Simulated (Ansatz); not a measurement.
Molecule: H4SiNO3 (charge 0, doublet). SMILES: O[Si](N)([O])O
Coordinates optimised at B3LYP-D3(BJ)/def2-TZVP (Ansatz, an electronic-structure program):
```
Si
O 1 1.6149
O 1 1.6295 2 115.87
H 3 0.9601 1 117.49 2 -135.34
O 1 1.6382 2 115.18 3 -127.23
H 5 0.9604 1 117.12 2 -15.32
N 1 1.7312 2 97.27 5 -118.26
H 7 1.0097 1 120.46 2 66.58
H 7 1.0105 8 111.39 1 147.00
```
Charge 0, spin multiplicity 2.

Wanted: atomisation energy, in kcal/mol. Set-up: spin-orbit terms left out; no dispersion term unless named; 6-311+G** with 5d, 6d on Na to Ar in Ansatz; non-relativistic; atomisation electronic, to ground-state atoms; open shells spin-unrestricted; frozen cores in correlated levels. Basis-set limits of correlation are two-point, X^-3; Hartree-Fock from the larger set. First-principles rows: single points at B3LYP-D3(BJ) geometries (Ansatz).

```
species         coefficient  E at B3LYP/6-311+G** (Ansatz), Eh  E at wB97M-V/def2-TZVPD (Ansatz), Eh
--------------  -----------  ---------------------------------  ------------------------------------
N[Si]([O])(O)O           -1                         -572.54833                            -572.47686
H atom                   +4                           -0.50216                              -0.49411
N atom                   +1                          -54.60072                             -54.59266
O atom                   +3                          -75.08988                             -75.07806
Si atom                  +1                         -289.39468                            -289.35271
```

Coupled cluster (Ansatz) is a level with limits of its own, used here on species with T1 under 0.025 (0.045 for open shells) and stable references: CCSD(T)/CBS(cc-pV(T+d)Z,cc-pV(Q+d)Z). Value to compare with, CCSD(T)/CBS(cc-pV(T+d)Z,cc-pV(Q+d)Z) (Ansatz): 830.4 kcal/mol. 1 Eh = 627.5095 kcal/mol.

Task: Compute it at each level from the table, and compare with CCSD(T)/CBS(cc-pV(T+d)Z,cc-pV(Q+d)Z) (Ansatz).

Result: 
- B3LYP/6-311+G**: the sum of coefficient times E is 1.27465 Eh, or 799.85 kcal/mol. Result: 799.9 kcal/mol. Its difference against CCSD(T)/CBS(cc-pV(T+d)Z,cc-pV(Q+d)Z) (Ansatz) is -30.5 kcal/mol.
- wB97M-V/def2-TZVPD: the sum of coefficient times E is 1.32087 Eh, or 828.86 kcal/mol. Result: 828.9 kcal/mol. Its difference against CCSD(T)/CBS(cc-pV(T+d)Z,cc-pV(Q+d)Z) (Ansatz) is -1.5 kcal/mol.
